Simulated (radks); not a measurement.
Question: The table gives one normalised radial function P(r) = r R(r) of Gd3+ in [Xe] 4f6 6d1 (r in bohr). Calculated with a radial shooting solver on a logarithmic mesh with Libxc functionals: scalar-relativistic Kohn-Sham, SCAN, spin-polarised, spherical densities, finite nucleus; open shells are filled with parallel spins first (spin-orbit coupling, left out, can overturn this in heavy ions); meta-GGA in the generalised Kohn-Sham scheme; Fermi nuclear charge, rms radius 5.1569 fm.

| r | P |
|---|---|
| 0.0009123 | 0.0009 |
| 0.001246 | 0.0015 |
| 0.001703 | 0.0025 |
| 0.002326 | 0.0043 |
| 0.003178 | 0.0072 |
| 0.004342 | 0.0123 |
| 0.005931 | 0.0206 |
| 0.008103 | 0.0341 |
| 0.01107 | 0.0553 |
| 0.01512 | 0.0866 |
| 0.02066 | 0.1291 |
| 0.02823 | 0.1786 |
| 0.03856 | 0.2203 |
| 0.05268 | 0.2235 |
| 0.07197 | 0.1480 |
| 0.09832 | -0.0261 |
| 0.1343 | -0.2396 |
| 0.1835 | -0.3276 |
| 0.2507 | -0.1265 |
| 0.3425 | 0.2836 |
| 0.4679 | 0.4962 |
| 0.6392 | 0.1760 |
| 0.8733 | -0.4830 |
| 1.193 | -0.9264 |
| 1.63 | -0.8602 |
| 2.227 | -0.4741 |
| 3.042 | -0.1485 |
| 4.156 | -0.0237 |
| 5.677 | -0.0015 |
| 7.756 | 0.0000 |
| 10.6 | 0.0000 |
| 14.48 | 0.0000 |

Which n and l does it have? It may be an empty orbital.

Answer: n = 5, l = 1: the number of nodes gives n - l - 1 = 3, the rise at small r (about r^(l+1), flatter next to the nucleus through relativity) gives l, and the extent must fit the shell. The curve is that of 5p down; the table hardly tells the two spins apart. 5p down: eigenvalue -60.129 eV, 3 radial nodes at r = 0.0946, 0.278, 0.699 bohr, <r> = 1.49 bohr, 90 % of the charge inside 2.15 bohr.
